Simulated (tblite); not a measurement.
Species: Ge3H9P (charge +1 and doublet state).
Atom-mapped SMILES: `[PH2+:1][GeH2:2][GeH2:3][GeH3:4]` (hydrogens: H5, H6 on P1; H7, H8 on Ge2; H9, H10 on Ge3; H11, H12, H13 on Ge4)

Computed with GFN2-xTB (tblite), gas phase: L-BFGS steps from a force-field or distance-geometry start until the largest atomic force falls under 0.01 eV/Å.

Step 159: E = -338.3141 eV
```
atom  x, y, z in Å  |  force x, y, z in eV/Å
P1      3.0456   -0.0193   -1.3184   -0.044   0.035  -0.062
Ge2     1.3837   -0.3960    0.2286    0.065  -0.034   0.056
Ge3    -0.9689   -0.0862   -0.6478   -0.021   0.012   0.001
Ge4    -2.2056    0.3825    1.4178    0.020  -0.009   0.051
H5      2.5516    1.1878   -1.8206    0.040  -0.011  -0.024
H6      2.5646   -0.8046   -2.3709   -0.007   0.018   0.034
H7      1.5545    0.5124    1.4371    0.019  -0.009  -0.009
H8      1.4658   -1.7903    0.8203   -0.010  -0.007   0.025
H9     -1.2320   -1.3627   -1.4327   -0.011   0.019  -0.028
H10    -0.9298    0.9868   -1.7308    0.005  -0.017  -0.011
H11    -2.5788   -0.9365    2.0151   -0.008  -0.027   0.004
H12    -3.4010    1.2093    1.0657    0.004   0.022  -0.023
H13    -1.2543    1.1173    2.3189   -0.052   0.008  -0.014
```

Step 160: E = -338.3159 eV
```
atom  x, y, z in Å  |  force x, y, z in eV/Å
P1      3.0534   -0.0696   -1.3295   -0.056  -0.009  -0.026
Ge2     1.3809   -0.3744    0.2281    0.086  -0.030   0.053
Ge3    -0.9680   -0.0533   -0.6512   -0.026  -0.022  -0.054
Ge4    -2.2064    0.3483    1.4293   -0.017   0.035   0.008
H5      2.5922    1.1456   -1.8408    0.024  -0.002  -0.041
H6      2.5468   -0.8557   -2.3710   -0.004   0.041   0.048
H7      1.5579    0.5723    1.4072    0.026  -0.013  -0.014
H8      1.4307   -1.7479    0.8751   -0.002   0.012   0.005
H9     -1.2138   -1.3077   -1.4852   -0.013   0.060   0.006
H10    -0.9331    1.0563   -1.7018    0.006  -0.043   0.020
H11    -2.5476   -0.9790    2.0265    0.003  -0.027   0.001
H12    -3.4216    1.1483    1.0740    0.012   0.001  -0.009
H13    -1.2759    1.1173    2.3217   -0.037  -0.003   0.004
```

Q: Estimate the geometry and energy of step 161. (The exact step hangs on the optimiser's Hessian estimate; all steps are aligned on step 160, rigid shifts and turns removed.)

A: E = -338.3173 eV, largest force 0.079 eV/Å
```
atom  x, y, z in Å  |  force x, y, z in eV/Å
P1      3.0557   -0.0907   -1.3347   -0.044  -0.011  -0.033
Ge2     1.3866   -0.3674    0.2290    0.043   0.027  -0.004
Ge3    -0.9666   -0.0388   -0.6496    0.002  -0.036  -0.016
Ge4    -2.2062    0.3383    1.4324   -0.077   0.009  -0.014
H5      2.6198    1.1353   -1.8449    0.015  -0.024  -0.036
H6      2.5271   -0.8708   -2.3705    0.001   0.055   0.046
H7      1.5652    0.5888    1.3958    0.034   0.014   0.016
H8      1.4208   -1.7282    0.8903    0.004  -0.056   0.028
H9     -1.2132   -1.2833   -1.4918   -0.019   0.014  -0.009
H10    -0.9368    1.0693   -1.6956    0.011   0.004  -0.002
H11    -2.5341   -0.9979    2.0226    0.013   0.007  -0.009
H12    -3.4299    1.1262    1.0735    0.021  -0.015  -0.002
H13    -1.2928    1.1197    2.3261   -0.003   0.010   0.035
```

The energy changes by -0.0015 eV. The first-order estimate −F·Δx gives -0.0026 eV and the mean of the old and new forces, exact on a quadratic surface, -0.0015 eV. The step makes an angle of 80° with the force vector and moves no atom by more than 0.030 Å.

The cost below is that of the whole relaxation. On one thread, Arm Neoverse V1 (aarch64), shared host with 32 logical CPUs at a one-minute load of 29, this took 1.5 s wall.
